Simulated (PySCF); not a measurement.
C₂H₄BrIn, SMILES C=[CH][InH][Br].

Geometry optimised at PBE0-D3(BJ)/def2-SVP. The def2 effective core potentials stand for the cores of In; spin–orbit coupling is left out. One conformer was computed; it need not be the lowest.

Computed with PBE0-D3(BJ)/def2-SVP in PySCF.

Frequencies are harmonic and unscaled.

Computed normal modes with their intensities:
| mode | ν (cm⁻¹) | IR (km/mol) | Raman (Å⁴/amu) | depolarisation | moving atoms (share of kinetic energy) |
|---|---|---|---|---|---|
| 1 | 61 | 0.1 | 7.8 | 0.75 | C 54 %, H 40 % |
| 2 | 65 | 1.8 | 1.9 | 0.75 | C 38 %, In 28 %, Br 20 %, H 14 % |
| 3 | 230 | 11.1 | 10.7 | 0.28 | Br 41 %, C 37 %, H 11 %, In 10 % |
| 4 | 265 | 30.3 | 3.8 | 0.73 | In 34 %, C 33 %, Br 21 %, H 12 % |
| 5 | 362 | 10.6 | 1.8 | 0.75 | H 97 % |
| 6 | 456 | 135.7 | 11.6 | 0.45 | H 73 %, C 19 % |
| 7 | 471 | 61.9 | 14.8 | 0.75 | H 71 %, C 26 % |
| 8 | 546 | 25.7 | 19.2 | 0.37 | C 51 %, H 44 % |
| 9 | 991 | 11.5 | 3.7 | 0.52 | H 88 %, C 12 % |
| 10 | 995 | 31.3 | 0.3 | 0.75 | H 72 %, C 28 % |
| 11 | 1045 | 13.8 | 0.5 | 0.75 | H 93 % |
| 12 | 1241 | 13.9 | 19.1 | 0.14 | H 73 %, C 27 % |
| 13 | 1415 | 13.0 | 31.8 | 0.50 | H 83 %, C 17 % |
| 14 | 1663 | 9.7 | 6.0 | 0.14 | C 84 %, H 16 % |
| 15 | 1833 | 166.2 | 252.1 | 0.19 | H 99 % |
| 16 | 3125 | 16.3 | 186.4 | 0.19 | H 95 % |
| 17 | 3178 | 3.8 | 126.5 | 0.34 | H 91 %, C 9 % |
| 18 | 3218 | 5.0 | 128.4 | 0.60 | H 89 %, C 11 % |
